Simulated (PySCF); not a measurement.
**P⁺ (phosphorus, charge +1) across methods**

[Ne] 3s2 3p2, high-spin 3P determinant. Computed with PySCF 2.14 in x2c-QZVPPall with one added diffuse shell each of s, p, d, f type (10s7p5d3f1g, 86 functions), with the spin-free X2C one-electron Hamiltonian (Gaussian nucleus). The B2PLYP total includes its PT2 part (frozen core); its orbital energies are those of the SCF part.

| method | E (hartree) | mean ε 3s α (eV) | mean ε 3s β (eV) | mean ε 3p α (eV) | Σ⟨r²⟩ (bohr²) | ⟨S²⟩ |
| --- | --- | --- | --- | --- | --- | --- |
| B2PLYP | -341.5990 | -27.742 | -24.192 | -17.441 | 20.65 | 2.007 |
| UHF | -341.17344 | -31.054 | -25.512 | -19.722 | 20.78 | 2.013 |
| PBE0 | -341.5837 | -25.946 | -23.168 | -16.320 | 20.55 | 2.005 |
| r2SCAN | -341.6821 | -24.629 | -22.025 | -15.403 | 20.55 | 2.008 |
| B3LYP | -341.7365 | -25.464 | -23.096 | -15.924 | 20.58 | 2.004 |
| wB97X-V | -341.6589 | -28.629 | -25.818 | -18.606 | 20.63 | 2.004 |
| LC-wPBE | -341.6072 | -29.314 | -26.133 | -19.244 | 20.46 | 2.006 |
| LDA | -340.4300 | -24.005 | -22.128 | -14.907 | 20.62 | 2.002 |

Q: Estimate the same row for PBE.

A: E (hartree) = -341.5570; mean ε 3s α (eV) = -23.991; mean ε 3s β (eV) = -21.937; mean ε 3p α (eV) = -14.972; Σ⟨r²⟩ (bohr²) = 20.59; ⟨S²⟩ = 2.004.
